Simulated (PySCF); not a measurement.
Re(O)3(Me) (CH3O3Re), SMILES [O]=[Re]([CH3])(=[O])=[O], multiplicity 1. Atoms are numbered in the order given.

```xyz
8

Re     0.0000     0.0000    -0.0752
O     -1.4287    -0.8249    -0.5629
O      0.0000     1.6497    -0.5629
O      1.4287    -0.8249    -0.5629
C      0.0000     0.0000     2.0063
H     -0.9069     0.5236     2.3713
H      0.9069     0.5236     2.3713
H      0.0000    -1.0473     2.3713
```

Coordinates come from a PBE-D3(BJ)/def2-SVP optimisation. The spin state was assumed, not searched. The isomer is the one that the SMILES or the coordinates give; other isomers of the formula were not compared. The def2 effective core potentials stand for the cores of Re; spin–orbit coupling is left out.

Method: TDDFT-CAM-B3LYP/def2-SVPD run with PySCF.

Vertical excitations; the highest root listed may be one member of a degenerate set. The molecule is in vacuum. State labels are in the subgroup Cs.

Computed excitation energies, oscillator strengths and character:
```csv
state,symmetry,energy (eV),λ (nm),f,main pairs
S1,A",4.40,282,0.000,"HOMO→LUMO+1, HOMO−1→LUMO, HOMO−2→LUMO+1 (degenerate set)"
S2,A',4.40,282,0.000,"HOMO→LUMO, HOMO−1→LUMO+1, HOMO−2→LUMO (degenerate set)"
S3,A',4.84,256,0.008,"HOMO−1→LUMO+1 49 %, HOMO−2→LUMO 49 %"
S4,A",4.85,256,0.000,"HOMO−1→LUMO 49 %, HOMO−2→LUMO+1 49 %"
S5,A",5.01,248,0.001,"HOMO−3→LUMO, HOMO−2→LUMO+1, HOMO−1→LUMO, HOMO→LUMO+1 (degenerate set)"
S6,A',5.01,248,0.001,"HOMO−3→LUMO+1, HOMO−1→LUMO+1, HOMO−2→LUMO, HOMO→LUMO (degenerate set)"
S7,A',5.59,222,0.016,"HOMO−3→LUMO+1, HOMO−2→LUMO, HOMO−1→LUMO+1, HOMO→LUMO (degenerate set)"
S8,A",5.59,222,0.016,"HOMO−3→LUMO, HOMO−1→LUMO, HOMO−2→LUMO+1, HOMO→LUMO+1 (degenerate set)"
S9,A",6.38,194,0.013,HOMO−4→LUMO (degenerate set)
S10,A',6.38,194,0.013,HOMO−4→LUMO+1 (degenerate set)
T1,A",4.00,310,0,"HOMO→LUMO+1, HOMO−1→LUMO, HOMO−2→LUMO+1, HOMO−3→LUMO (degenerate set)"
T2,A',4.00,310,0,"HOMO→LUMO, HOMO−1→LUMO+1, HOMO−2→LUMO, HOMO−3→LUMO+1 (degenerate set)"
T3,A',4.19,296,0,"HOMO→LUMO, HOMO−3→LUMO+1 (degenerate set)"
T4,A",4.19,296,0,"HOMO→LUMO+1, HOMO−3→LUMO (degenerate set)"
```
Triplets are in the Tamm–Dancoff approximation, which puts them higher than full response would, so one can lie above its singlet here.
